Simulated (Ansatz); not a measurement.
Gas-phase electronic energies from Ansatz, PBE0-D4/def2-TZVP geometries. CCSD(T)/CBS is the MP2 limit (def2-TZVPP, def2-QZVPP) plus CCSD(T) − MP2 in def2-TZVPP, frozen cores. This one scheme is used for every species. DFT in def2-TZVPP. Each species was taken in one conformer, which may not be the lowest.

Reaction (cleavage of the Si–Si bond): `F[SiH2][SiH](F)F` + `O[SiH2]S` → `F[SiH](F)O[SiH2]S` + `F[SiH3]`

`F[SiH2][SiH](F)F`:

Cartesian coordinates in Å:
```
F -0.443 0.699 -2.127
Si -0.819 0.655 -0.568
Si 0.774 -0.674 0.547
F 2.190 0.052 0.528
F 0.320 -0.792 2.070
H -2.173 0.062 -0.434
H -0.821 2.043 -0.041
H 0.970 -2.046 0.025
```

`O[SiH2]S`:

```xyz
7

O    -1.188    0.135   -0.911
Si   -0.039    0.498    0.205
S     1.501   -0.971    0.348
H    -0.886   -0.092   -1.792
H     0.711    1.735   -0.129
H    -0.784    0.632    1.474
H     0.686   -1.937    0.805
```

`F[SiH](F)O[SiH2]S`:

Z-matrix (Å, degrees):
```
Si
F 1 1.581
O 1 1.598 2 109.8
F 1 1.581 2 106.8 3 118.9
H 1 1.464 2 109.5 3 -122.8
Si 3 1.637 1 161.0 2 48.8
S 6 2.121 3 111.6 1 -178.4
H 6 1.479 3 109.3 1 -62.2
H 6 1.480 3 107.8 1 60.2
H 7 1.344 6 94.4 3 -75.5
```

`F[SiH3]`:

```xyz
5

F     1.455   -0.552   -0.097
Si   -0.038    0.014    0.003
H    -0.372    0.674   -1.281
H    -0.094    0.987    1.118
H    -0.952   -1.124    0.257
```

CCSD(T)/CBS gives -163.9 kJ/mol.

**Question.** Another level gave -155.6 kJ/mol. Which?
A. PBE-D4/def2-TZVPP
B. B2PLYP/def2-TZVPP
C. r2SCAN/def2-TZVPP
D. PBE0/def2-TZVPP

**Answer.** C. r2SCAN -155.6, B2PLYP -164.5, PBE-D4 -131.3, PBE0 -143.2 kJ/mol.

Largest T1 diagnostic among the species: 0.012.

From PBE to PBE0 (25 % exact exchange), in def2-TZVPP and without D4, ΔE moves by −13.5 kJ/mol. In def2-TZVPP, CCSD(T) changes the Hartree–Fock value by +22.7 kJ/mol (the triples alone add +3.4 kJ/mol) and MP2 by +16.2 kJ/mol.
